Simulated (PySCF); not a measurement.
C₂H₃F₂NOSi, SMILES C[Si](F)(F)N=C=O. Atoms are numbered in the order given.

```xyz
10

C      1.5987    -1.5565     0.0000
Si    -0.0524    -0.7429     0.0000
F     -0.9147    -1.1834    -1.2910
F     -0.9147    -1.1834     1.2910
N      0.0590     0.9556     0.0000
C      0.0782     2.1564     0.0000
O      0.1107     3.3239     0.0000
H      2.1730    -1.2628     0.8923
H      1.4936    -2.6525     0.0000
H      2.1730    -1.2628    -0.8923
```
Charge 0, spin multiplicity 1.

Geometry optimised at B3LYP-D3(BJ)/def2-SVP. One conformer was computed; it need not be the lowest.

All values below come from TDA-M06-2X/def2-SVPD (PySCF 2.14.0).

Vertical excitations. Gas-phase values at a fixed geometry. State labels are in the subgroup Cs.

### Question
List the lowest excited states. (An estimate is asked for; the answer gives what the named calculation found.)

### Answer

```tsv
state	symmetry	energy (eV)	λ (nm)	f	main pairs
S1	A"	7.13	174	0.000	HOMO→LUMO+1 54 %, HOMO−1→LUMO+3 15 %, HOMO−1→LUMO+2 9 %
S2	A'	7.58	164	0.000	HOMO−1→LUMO+1 45 %, HOMO→LUMO+3 22 %, HOMO→LUMO+2 14 %, HOMO→LUMO+4 9 %
S3	A"	7.58	164	0.000	HOMO−1→LUMO+3 31 %, HOMO→LUMO+1 30 %, HOMO−1→LUMO+2 19 %, HOMO−1→LUMO+4 13 %
S4	A'	8.20	151	0.015	HOMO→LUMO 82 %
S5	A"	8.27	150	0.003	HOMO−1→LUMO 81 %
S6	A'	9.43	132	0.109	HOMO−2→LUMO 33 %, HOMO→LUMO+2 29 %, HOMO→LUMO+3 20 %, HOMO→LUMO 10 %
S7	A"	9.83	126	0.002	HOMO−1→LUMO+2 51 %, HOMO−1→LUMO+3 22 %, HOMO−1→LUMO 14 %
S8	A'	9.92	125	0.572	HOMO→LUMO+2 38 %, HOMO−2→LUMO 19 %, HOMO−1→LUMO+1 12 %, HOMO−2→LUMO+3 9 %
S9	A"	9.93	125	0.021	HOMO−2→LUMO+1 69 %
S10	A'	10.01	124	0.284	HOMO→LUMO+3 34 %, HOMO−2→LUMO 32 %, HOMO−2→LUMO+2 13 %, HOMO−1→LUMO+1 7 %
T1	A'	6.68	186	0	HOMO−1→LUMO+1 45 %, HOMO→LUMO+3 19 %, HOMO→LUMO+2 11 %, HOMO→LUMO+4 10 %
T2	A"	7.05	176	0	HOMO→LUMO+1 82 %
T3	A'	7.11	174	0	HOMO−1→LUMO+1 39 %, HOMO→LUMO+3 23 %, HOMO→LUMO+2 14 %, HOMO→LUMO+4 11 %
T4	A"	7.19	172	0	HOMO−1→LUMO+3 44 %, HOMO−1→LUMO+2 26 %, HOMO−1→LUMO+4 21 %
```
Triplets are in the Tamm–Dancoff approximation.
